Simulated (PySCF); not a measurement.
**CH9FSi3**

CH9FSi3 is a small molecule, neutral, singlet. The structure, one conformer, was relaxed in the gas phase by PBE0-D3(BJ)/def2-SVP. No frequency run checks that it is a minimum.

SMILES: C[Si](F)([SiH3])[SiH3]

```xyz
14

Si   -0.300   -0.059   -0.483
Si   -0.939    1.743    0.880
Si    2.035   -0.126   -0.734
F    -0.950    0.188   -1.972
C    -0.968   -1.683    0.166
H    -2.429    1.869    0.940
H    -0.423    1.504    2.266
H    -0.361    3.025    0.372
H     2.664   -0.264    0.618
H     2.534    1.135   -1.365
H     2.453   -1.291   -1.575
H    -2.067   -1.650    0.233
H    -0.688   -2.511   -0.502
H    -0.567   -1.896    1.170
```
(Å; atoms numbered from 1)

Shieldings: GIAO PBE0/pcSseg-1. Shifts are against computed references at the same level: C TMS (σ 184.4 ppm), H TMS (σ 31.27 ppm), Si TMS (σ 352.0 ppm). Core levels by delta-SCF with SCAN, pcX-2 on the ionised atom and pcseg-1 elsewhere, spin-free X2C (2p3/2 is the spin-free 2p value less a third of a first-order spin-orbit splitting); from the vacuum level, for chosen atoms.

Question: Give the shieldings and core levels atom by atom.

Answer: 
| atoms | bonded to | σ (ppm) | δ (ppm) | core level (eV) |
| --- | --- | --- | --- | --- |
| Si1 | 1 C + 1 F + 2 Si | 301.2 | 50.8 | 2p3/2 107.12 |
| Si2 Si3 | 1 Si + 3 H | 459.1 | -107.1 | 2p3/2 106.51 |
| F4 | 1 Si | 400.1 | - | 1s 691.68 |
| C5 | 1 Si + 3 H | 181.4 | 3.0 | 1s 290.43 |
| H6 H7 H8 | 1 Si | 27.76 | 3.51 | - |
| H9 H10 H11 | 1 Si | 27.75 | 3.51 | - |
| H12 H13 H14 | 1 C | 30.57 | 0.69 | - |

Values are those of this one static structure, with the three H of a rotating XH3 group averaged; atoms that internal rotation interchanges would show their mean in an NMR spectrum.

Question: Which of Si1, Si2 holds its core electrons tightest, and by how much against the loosest?

Answer: Si1 (bonded to 1 C + 1 F + 2 Si), by 0.61 eV over Si2 (bonded to 1 Si + 3 H).

Question: By CAM-B3LYP/def2-SVPD (TDDFT singlets, Tamm-Dancoff triplets, ionisation by delta-SCF), where does absorption start, and what does vertical ionisation take?

Answer: The lowest singlet lies at 5.96 eV (f 0.034), the strongest of the first 6 at 7.60 eV (f 0.450), the lowest triplet at 5.23 eV; vertical ionisation takes 9.61 eV.

The 3 runs behind this took 91 s in all, one thread each of Intel Xeon 6975P-C on a shared host, launched as `OMP_NUM_THREADS=1 python cluster_run.py task.json out`.
